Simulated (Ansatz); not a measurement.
`O[SiH2][GeH2][OH]` + `N[Si](N)(O)F` → `O[SiH2][GeH2][F]` + `N[Si](N)(O)O`  (redistribution)

Computed with Ansatz on PBE0-D4/def2-TZVP structures; ΔE is electronic, products minus reactants. CCSD(T)/CBS adds triple-zeta CCSD(T) − MP2 to the extrapolated MP2 energy (def2 sets, frozen cores). DFT in def2-TZVPP. For Ge outer-core shells are correlated without core-valence functions, which leaves a few kJ/mol of doubt a bond. Scalar relativity is left out up to krypton. One conformer a species, not always the lowest.

(1) Is it downhill or uphill in electronic energy at CCSD(T)/CBS, and by how much? (Best estimate.)

(2) What do these levels give: PBE-D4, ωB97X-V, ωB97M-V, B2PLYP, PBE, PBE0, MP2/def2-TZVPP, CCSD/def2-TZVPP, MP2/def2-QZVPP, SCS-MP2/def2-QZVPP, MP2/CBS(def2), CCSD/CBS(def2)? (Estimate.)

Largest T1 diagnostic among the species: 0.012.

Results:

(1) Computed: Uphill: ΔE = +13.5 kJ/mol.

(2) The calculation gave: PBE-D4 7.0, ωB97X-V 8.2, ωB97M-V 7.5, B2PLYP 11.6, PBE 8.1, PBE0 10.2, MP2/def2-TZVPP 14.7, CCSD/def2-TZVPP 15.2, MP2/def2-QZVPP 14.1, SCS-MP2/def2-QZVPP 14.3, MP2/CBS(def2) 13.8, CCSD/CBS(def2) 14.3 kJ/mol.
